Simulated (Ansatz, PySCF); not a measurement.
This Ansatz (a first-principles code) input computes a SVWN5/def2-TZVPD energy:

Ansatz 0.2 input:
```yaml
crystal:
  periodic: [false, false, false]
  atoms:
    - {symbol: Sn, position_ang: [-0.63583677, 0.47277619, -0.54053058]}
    - {symbol: O, position_ang: [-1.68753965, -1.20796526, -0.44194489]}
    - {symbol: Br, position_ang: [1.29406158, -0.39928822, 0.87320252]}
basis:
  gaussian:
    orbitals: def2-TZVPD
hamiltonian:
  xc: {name: SVWN5}
magnetization: {spin_polarized: true, initial_magnetization: 1}
output: {forces: true}
```

### Question
Write an input for the same energy in PySCF and say what it gives.

### Answer

```python
from pyscf import gto, scf, dft

mol = gto.M(
    atom='''
    Sn   -0.63583677    0.47277619   -0.54053058
    O    -1.68753965   -1.20796526   -0.44194489
    Br    1.29406158   -0.39928822    0.87320252
    ''',
    basis='def2-tzvpd',
    ecp='def2-tzvp',
    charge=0,
    spin=1,
    verbose=4,
)

mf = dft.UKS(mol, xc='svwn').density_fit(auxbasis='def2-universal-jkfit')
mf.grids.level = 3
mf.conv_tol = 1e-9
mf.max_cycle = 100
mf.max_memory = 1500
mf.kernel()
if not mf.converged:
    mf = mf.newton()
    mf.kernel(mf.make_rdm1())
for _ in range(2):
    mo, _, stable, _ = mf.stability(return_status=True)
    if stable:
        break
    mf.kernel(mf.make_rdm1(mo, mf.mo_occ))
mf.analyze()
```
It gives -2859.31763 Eh, and Ansatz -2859.31761 Eh, a difference of 0.02 mEh, from the treatment of integrals and grids.

It need not be the lowest isomer of its formula.
